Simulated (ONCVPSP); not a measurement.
W (Z = 74), ONCV: configuration errors across variants

```json
{"Element": "tungsten (W)", "Generator": "ONCVPSP 4.0.1", "Type": "optimised norm-conserving Vanderbilt (ONCV)", "Functional": "revPBE", "Relativity": "scalar-relativistic", "Frozen core": "[Xe] 4f14", "Valence charge": "6", "Reference configuration": "5d4 6s2", "Partial waves": "6s: rc 2.70 bohr, ncon 3, nbas 7, qcut 2.8 1/bohr, 2 projectors, debl 1.1 Ha; p scattering state at 0.05 Ha: rc 2.65 bohr, ncon 4, nbas 8, qcut 3.5 1/bohr, local; 5d: rc 2.65 bohr, ncon 4, nbas 9, qcut 6.3 1/bohr, 2 projectors, debl 3.5 Ha", "Local potential": "the p channel", "Core correction": "none"}
```

All-electron excitation energies from the reference (eV): (1) 5d4 6s1 8.805; (2) 5d4 6s0 24.349; (3) 5d3 6s0 49.628; (4) 5d4 6s1.5 3.599.

3 further variants failed, have other tests or too few solved ones, and are left out.

Errors AE − PS in meV (a dash: test not solved or not reliable):

```
     change   (1)  (2)  (3)   (4)  bound ghosts  GHOST(+) flags above zero
       base  -3.9  +32  +30  -1.9          none                       none
p: qcut 2.2  -4.0  +32  +30  -1.9          none                       none
p: qcut 2.5  -4.1  +32  +28  -1.9          none                       none
p: qcut 2.7  -4.1  +32  +27  -1.9          none                       none
p: qcut 3.2  -4.1  +32  +29  -1.9          none                       none
p: qcut 3.4  -4.0  +32  +30  -1.9          none                       none
p: qcut 4.2  -3.7  +35  +38  -1.9          none                       none
```

Problem. Give the same row for: p: qcut 3.9.

Solution. -3.8, +33, +34, -1.9; bound ghosts: none; GHOST(+) flags above zero: s.
